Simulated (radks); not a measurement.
The numbers below are computed, except where a source is named.
How relativity changes the ionisation of neutral cadmium ([Kr] 4d10 5s2) to Cd+ ([Kr] 4d10 5s1). Spin-unpolarised spherical Kohn-Sham, PBE, point nucleus unless stated (finite: rms radius 4.6087 fm), a radial shooting solver on a logarithmic mesh with Libxc functionals. A level marked "c x" has the speed of light scaled by that factor.

non-rel.: E(Cd) (hartree) -5467.05158; E(Cd+) (hartree) -5466.73070; IE (eV) 8.732; HOMO 5s; <r> HOMO (bohr) 3.033
scalar-rel.: E(Cd) (hartree) -5594.65385; E(Cd+) (hartree) -5594.31308; IE (eV) 9.273; HOMO 5s; <r> HOMO (bohr) 2.899
scalar-rel., finite nucleus: E(Cd) (hartree) -5594.52756; E(Cd+) (hartree) -5594.18681; IE (eV) 9.272; HOMO 5s; <r> HOMO (bohr) 2.899
Dirac: E(Cd) (hartree) -5596.03519; E(Cd+) (hartree) -5595.69438; IE (eV) 9.274; HOMO 5s1/2; <r> HOMO (bohr) 2.900
Dirac, finite nucleus: E(Cd) (hartree) -5595.90857; E(Cd+) (hartree) -5595.56777; IE (eV) 9.274; HOMO 5s1/2; <r> HOMO (bohr) 2.900
Dirac, c x 0.85: E(Cd) (hartree) -5650.11812; E(Cd+) (hartree) -5649.76830; IE (eV) 9.519; HOMO 5s1/2; <r> HOMO (bohr) 2.845
Dirac, c x 1.5: E(Cd) (hartree) -5522.42852; E(Cd+) (hartree) -5522.09935; IE (eV) 8.957; HOMO 5s1/2; <r> HOMO (bohr) 2.975
Dirac, c x 3: E(Cd) (hartree) -5480.62369; E(Cd+) (hartree) -5480.30082; IE (eV) 8.786; HOMO 5s1/2; <r> HOMO (bohr) 3.019

NIST Atomic Spectra Database: 8.994 eV (measured). The relativistic part of the total energy of Cd is -128.9 hartree (Dirac, finite nucleus), 2.4 % of the non-relativistic value. Spin polarisation and multiplet splitting of open shells are left out at every level.

Beside tabulated values, note that relativity, absent from the non-relativistic runs, is large for the heavy elements, and spin-unpolarised runs miss the spin-polarisation part of the exchange energy of open shells.
